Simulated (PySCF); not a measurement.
# Electron affinity of Pt by level of theory

Pt⁻ [Xe] 4f14 5d9 6s2 (2D) → Pt [Xe] 4f14 5d9 6s1 (3D), as a difference of total energies. Calculation: PySCF 2.14, in def2-TZVPPD with the def2 core potential (60 electrons); scalar relativity through the core potential. Correlated levels: valence: 5s2 5p6 frozen; valence and next inner shell: nothing frozen outside the core potential. The calculations carry no spin-orbit coupling.

| method | electron affinity (eV) |
| --- | --- |
| UHF | 0.228 |
| LDA | 2.275 |
| PBE | 1.945 |
| PBE0 | 1.682 |
| r2SCAN | 1.869 |
| BP86 | 2.134 |
| M06-L | 1.674 |
| HSE06 | 1.743 |
| MP2 (valence) | 1.713 |
| SCS-MP2 (valence) | 1.724 |
| SCS-MP2 (valence and next inner shell) | 1.811 |

Estimate what LC-wPBE gives.

1.342 eV, closest to M06-L among the rows shown.

Estimate what MP2 (valence and next inner shell) gives.

1.851 eV, closest to r2SCAN among the rows shown.

The reference lies between the lowest fine-structure levels, while these numbers refer to the centres of the terms.

Errors of the correlated levels include the incompleteness of this basis and the frozen core.

In the anion the highest occupied orbital energy is positive at LDA, PBE, PBE0, r2SCAN, BP86, M06-L, HSE06, a self-interaction effect; the basis confines that electron, and the energy difference can still be sensible.

For comparison: 2.125 eV (measured; photodetachment measurements, as compiled on the Wikipedia data page of electron affinities).
